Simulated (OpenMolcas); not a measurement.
Ni2+ (d8) among equal point charges was computed by CASSCF with the d shell active (OpenMolcas, ANO-RCC-VDZP on the metal). Its lowest spin-free states, and all those of the highest spin:

```
2S+1  Degeneracy  E (cm-1)
   3           3       0.0
   3           3      1318
   3           1      2917
   1           3     16431
   1           2     16972
   3           3     20173
   1           3     25245
   1           3     26013
   1           2     26063
   1           1     26306
   1           1     62016
```

Is the site octahedral, tetrahedral or cube-like, axial, or of lower symmetry?

The states with 2S+1 = 3 have orbital degeneracies 3, 3, 1, 3. Threefold states need a cubic site. For d8 at this spin an octahedron puts the single A2 below the threefold T2 and a tetrahedron or cube puts the threefold T1 below the threefold T2, so the site is a tetrahedron or a cube, which this pattern cannot tell apart. The run had Ni2+ among 4 point charges of -2.5 e arranged as a tetrahedron (Td), 1.98 Å from the ion.

An orbital triplet at a regular site is open to Jahn-Teller coupling, which can distort the site and quench the lowest spin-orbit gaps and is left out. Without dynamic correlation the repulsion within the d shell is too large (B by tens of per cent), so at a given field states of lower spin stand too high. The ground term spreads over less than 5000 cm-1, several times less than with real ligands, so orbital moments are less quenched and χT lies further from the spin-only value than at real sites. This is an electrostatic model: the charges have no orbitals. No measured value stands beside these numbers.
